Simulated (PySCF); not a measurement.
**Structure from 2D NMR**

Compound of formula C$_{5}$H$_{6}$NO$_{3}$P. Correlations simulated from computed shifts and the bond graph:

HSQC (one-bond C–H):
```
  δH     δC
9.15  156.2
7.79  128.2
```

COSY cross peaks (H two or three bonds apart, from the bond graph; peaks can be absent where the dihedral angle is near 90°):
```
  δH    δH
9.15  7.79
```

HMBC (two and three bonds, from the bond graph):
```
  δH                   δC
9.15  156.2, 146.3, 128.2
7.79  156.2, 146.3, 128.2
```

Carbons without hydrogens: δ 146.3.

[PySCF: GFN2-xTB structure; shielding tensors at PBE0/pcSseg-1 (GIAO); non-relativistic; no solvent model; equivalent nuclei averaged; one computed conformer]

Shifts are taken against calculated references (same method and geometry level): 1H (31.72 ppm), 13C (186.93 ppm) against TMS.

Exchangeable hydrogens are left out of these lists.

Question: Assemble the structure.

Answer: SMILES O=P(O)(O)c1ccncc1.

Structure with atom numbers: `[O:1]=[P:2]([OH:3])([OH:4])[c:5]1[cH:6][cH:7][n:8][cH:9][cH:10]1` (H(Xn): hydrogen on atom n).

δC 156.2 is C7/C9, an aromatic CH next to a ring nitrogen (δH 9.15). δC 146.3 is C5, a substituted aromatic carbon. δC 128.2 is C6/C10, an aromatic CH (δH 7.79). HMBC from δH 9.15 reaches the proton-free carbon C5. HMBC from δH 7.79 reaches the proton-free carbon C5. COSY links 9.15–7.79.

This is the structure that produced the data.

OH/NH shifts are gas-phase values; hydrogen bonding in solution moves them, usually downfield. Shifts are as computed. Against solution values, carbons near 30 ppm lie about +3 ppm off and those near 130 ppm about +5 ppm. Of 1211 compounds with measured shifts, 218 miss one by over three times the rms of a fit or turn the order of signals round; such compounds aren't used in these exercises.
